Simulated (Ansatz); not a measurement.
Hf(OH)3(H) (H4HfO3), SMILES [OH][HfH]([OH])[OH], multiplicity 1.

Coordinates come from a B3LYP-D3(BJ)/def2-SVP optimisation. The multiplicity is an assumed one; no other spin state was optimised. The structure was generated by enumeration; whether it is a known compound was not checked. The def2 effective core potentials stand for the cores of Hf; spin–orbit coupling is left out. The values are those of a single conformer.

Two levels are set side by side: PBE/def2-SVPD (Ansatz, a quantum-chemistry and plane-wave program) and PBE0/def2-SVPD (Ansatz). Energy differences of separate SCF runs at the same geometry; the states with an electron removed or added have multiplicity 2 and 2. Differences are taken from unrounded values.

```tsv
quantity	PBE0
vertical ionisation energy (eV)	10.15
vertical singlet–triplet gap (eV)	5.57
```

Task: What does PBE give, and how far is it from PBE0? (The exact figures need the calculation; the answer reports its results.)

Result: 
```tsv
quantity	PBE	PBE minus PBE0
vertical ionisation energy (eV)	9.82	-0.34
vertical singlet–triplet gap (eV)	5.55	-0.02
```
